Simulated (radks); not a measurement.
Results of a calculation; reference values are marked as such.
Species: Ti8+. Configuration: [Ne] 3s2 3p2. Code: a radial shooting solver on a logarithmic mesh with Libxc functionals. Model: non-relativistic Kohn-Sham, BLYP, spin-polarised, spherical densities, point nucleus; open shells are filled with parallel spins first. Some entries of the table are withheld. Estimate them.

orbital,occ.,eigenvalue (eV),<r^2> (bohr^2),<r> (bohr)
1s up,1,-5015.127,0.006605,0.07016
1s down,1,-5014.108,0.006603,0.07015
2s up,1,(1),0.1254,0.3259
2s down,1,(2),0.1252,0.3257
2p up,3,-613.9246,(3),0.2886
2p down,3,-612.6774,(4),0.2885
3s up,1,-205.1810,0.9242,0.9014
3s down,1,-200.0073,0.9336,0.9053
3p up,2,-180.4414,0.9625,0.9141
3p down,0,-175.4076,0.9758,0.9194

Answer. 
(1) 2s up eigenvalue (eV): -699.8651
(2) 2s down eigenvalue (eV): -698.9827
(3) 2p up <r^2> (bohr^2): 0.1025
(4) 2p down <r^2> (bohr^2): 0.1024
